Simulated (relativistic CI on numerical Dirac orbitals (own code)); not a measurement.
Forbidden lines of Sn²⁷⁺

Calculated at this level of theory: Dirac-Coulomb-Breit CI, separate exchange-only KLI orbitals for each configuration, model QED (radiative potential, 1s self-energy scaled to tabulated hydrogen-like ionisation energies), unscaled Slater integrals (own radial code, finite nucleus).

Configuration list (outside the closed core [Ne]): 3s2 3p6 3d5, 3s2 3p5 3d6, 3s2 3p4 3d7, 3s 3p6 3d6, 3p6 3d7, 3s 3p5 3d7, 3s2 3p6 3d4 4s, 3s2 3p6 3d4 4p, 3s2 3p6 3d4 4d, 3s2 3p6 3d4 4f, 3s2 3p5 3d5 4s, 3s2 3p6 3d3 4s2, 3s 3p6 3d5 4s, 3s2 3p6 3d4 5s, 3p6 3d6 4s, 3s2 3p6 3d3 4p2. Levels of other configurations are missing.

| λ vac (Å) | Lower | Upper | Type | A (s⁻¹) | gf | Branching (%) |
| --- | --- | --- | --- | --- | --- | --- |
| 464.38 | 3s2 3p6 3d5 6S_5/2 [1] | 3s2 3p6 3d5 4D_3/2 [14] | M1 | 3.59e+03 | 4.64e-07 | 69.8 |
| 527.89 | 3s2 3p6 3d5 6S_5/2 [1] | 3s2 3p6 3d5 2D_5/2 [10] | M1 | 6.18e+03 | 1.55e-06 | 48.8 |
| 681.84 | 3s2 3p6 3d5 6S_5/2 [1] | 3s2 3p6 3d5 4G_5/2 [6] | M1 | 4.03e+03 | 1.68e-06 | 39.8 |
| 711.86 | 3s2 3p6 3d5 4G_7/2 [3] | 3s2 3p6 3d5 4F_5/2 [20] | M1 | 4.30e+03 | 1.96e-06 | 18.7 |
| 734.80 | 3s2 3p6 3d5 2F_5/2 [2] | 3s2 3p6 3d5 4F_3/2 [15] | M1 | 8.26e+03 | 2.67e-06 | 35.0 |
| 738.93 | 3s2 3p6 3d5 4G_7/2 [3] | 3s2 3p6 3d5 2H_9/2 [19] | M1 | 3.42e+03 | 2.80e-06 | 19.0 |
| 748.97 | 3s2 3p6 3d5 6S_5/2 [1] | 3s2 3p6 3d5 4P_3/2 [4] | M1 | 1.43e+04 | 4.80e-06 | 93.8 |
| 765.11 | 3s2 3p6 3d5 4G_9/2 [7] | 3s2 3p6 3d5 2G_7/2 [21] | M1 | 2.68e+03 | 1.88e-06 | 51.8 |
| 780.11 | 3s2 3p6 3d5 4G_11/2 [5] | 3s2 3p6 3d5 2H_9/2 [19] | M1 | 3.52e+03 | 3.21e-06 | 19.6 |
| 795.69 | 3s2 3p6 3d5 4G_5/2 [6] | 3s2 3p6 3d5 4F_5/2 [20] | M1 | 3.93e+03 | 2.24e-06 | 17.1 |
| 850.92 | 3s2 3p6 3d5 4G_9/2 [7] | 3s2 3p6 3d5 2H_9/2 [19] | M1 | 9.15e+03 | 9.93e-06 | 50.9 |
| 997.40 | 3s2 3p6 3d5 2F_5/2 [2] | 3s2 3p6 3d5 2D_5/2 [10] | M1 | 4.23e+03 | 3.78e-06 | 33.4 |
| 1048.0 | 3s2 3p6 3d5 4G_5/2 [6] | 3s2 3p6 3d5 2F_5/2 [18] | M1 | 1.34e+04 | 1.33e-05 | 66.3 |
| 1052.7 | 3s2 3p6 3d5 4G_7/2 [3] | 3s2 3p6 3d5 2G_9/2 [16] | M1 | 2.33e+03 | 3.86e-06 | 46.2 |
| 1089.9 | 3s2 3p6 3d5 4P_3/2 [4] | 3s2 3p6 3d5 4F_3/2 [15] | M1 | 1.12e+04 | 7.97e-06 | 47.5 |
| 1121.4 | 3s2 3p6 3d5 6S_5/2 [1] | 3s2 3p6 3d5 2F_5/2 [2] | M1 | 7.91e+03 | 8.94e-06 | 100.0 |
| 1138.3 | 3s2 3p6 3d5 4G_11/2 [5] | 3s2 3p6 3d5 2G_9/2 [16] | M1 | 2.07e+03 | 4.01e-06 | 41.1 |
| 1206.2 | 3s2 3p6 3d5 2D_5/2 [10] | 3s2 3p6 3d5 4F_5/2 [20] | M1 | 5.73e+03 | 7.50e-06 | 25.0 |
| 1370.8 | 3s2 3p6 3d5 4G_11/2 [5] | 3s2 3p6 3d5 2I_11/2 [12] | M1 | 4.70e+03 | 1.59e-05 | 83.9 |
| 1739.5 | 3s2 3p6 3d5 2F_5/2 [2] | 3s2 3p6 3d5 4G_5/2 [6] | M1 | 6.04e+03 | 1.64e-05 | 59.7 |

Terms are leading LS components. Brackets give the number of a level in order of energy, since labels repeat. The list gives strong lines, with weight on those to low levels, among the lowest 200 of 2605 levels, so that lines to higher ones, which can be the strongest, are missing. Levels whose partners in the same complex of configurations lie outside the list can be far off, and so can their lines. Rates are taken at the computed energies, electric ones in the length gauge.

At this charge energies of transitions that change n are usually good to better than 1 %, and those within a shell (Δn = 0) to a few per cent. Terms inside the open d or f shell come out 10 to 20 % too wide with unscaled integrals.

LS names give the leading component of a level, which can be under half, so a name can repeat, a term be missing and a line seem to break the LS rules.
